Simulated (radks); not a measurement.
Results of a calculation; reference values are marked as such.
Spin polarisation of the 4p3 shell in neutral arsenic. Start: [Ar] 3d10 4s2 4p(up 1.5, down 1.5); electrons of 4p are moved from spin down to spin up, other shells keep equal spins. Level of theory: scalar-relativistic Kohn-Sham, PBE, spin-polarised, spherical densities, point nucleus (a radial shooting solver on a logarithmic mesh with Libxc functionals).

moment (Bohr magnetons)  E - E(0) (eV)  e(4p up) (eV)  e(4p down) (eV)  4s down minus up (eV)
0                                0.000         -5.195           -5.195                  0.000
0.75                            -0.105         -5.449           -4.890                  0.563
1.5                             -0.420         -5.655           -4.530                  1.132
2.25                            -0.950         -5.813           -4.110                  1.711
3                               -1.699         -5.920           -3.610                  2.298

At moment 3 the spin-polarisation energy is -1.699 eV and the 4p exchange splitting 2.310 eV, that is 0.770 eV per Bohr magneton; E = -I m^2/4 would give I = 0.755 eV.
